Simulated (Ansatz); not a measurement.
`[CH3][Sn][CH3]` and `[CH3][Sn][F]` differ in one atom or group.

Ansatz, PBE0-D4/def2-TZVP geometries, multiplicity 1. 

Elements past krypton have def2 core potentials.

| property | `[CH3][Sn][CH3]` |
| --- | --- |
| LUMO energy (B3LYP/def2-TZVPP) / eV | -2.58 |
| HOMO–LUMO gap (ωB97M-V/def2-TZVPP) / eV | 7.39 |
| HOMO–LUMO gap (B3LYP/def2-TZVPP) / eV | 3.21 |
| LUMO energy (ωB97M-V/def2-TZVPP) / eV | -0.58 |
| zero-point energy (PBE0-D4/def2-TZVP) / kJ/mol | 182.2 |
| ideal-gas entropy at 298 K and 1 bar (rigid rotor, harmonic PBE0-D4/def2-TZVP) / J/(mol·K) | 338 |

(1) What does the change do to each property? (Best estimate.)

Results:

(1) Ansatz gave: 
```json
{"property": "LUMO energy (B3LYP/def2-TZVPP) / eV", "`[CH3][Sn][F]`": "-2.79", "shift": "-0.21"}
{"property": "HOMO–LUMO gap (ωB97M-V/def2-TZVPP) / eV", "`[CH3][Sn][F]`": "7.98", "shift": "0.59"}
{"property": "HOMO–LUMO gap (B3LYP/def2-TZVPP) / eV", "`[CH3][Sn][F]`": "3.71", "shift": "0.50"}
{"property": "LUMO energy (ωB97M-V/def2-TZVPP) / eV", "`[CH3][Sn][F]`": "-0.76", "shift": "-0.18"}
{"property": "zero-point energy (PBE0-D4/def2-TZVP) / kJ/mol", "`[CH3][Sn][F]`": "94.8", "shift": "-87.4"}
{"property": "ideal-gas entropy at 298 K and 1 bar (rigid rotor, harmonic PBE0-D4/def2-TZVP) / J/(mol·K)", "`[CH3][Sn][F]`": "315", "shift": "-23"}
```

With PBE0 the HOMO falls by 0.74 eV and the LUMO falls by 0.21 eV, so the gap widens by about 0.53 eV. PBE moves the HOMO by -0.62 eV and ωB97M-V by -0.77 eV. The zero-point energy changes by -87.4 kJ/mol with -9 modes. Modes under 60 cm⁻¹, often nearly free rotors, make the harmonic entropy too high.

B3LYP here is the variant with VWN-RPA as its local correlation; programs differ in this.
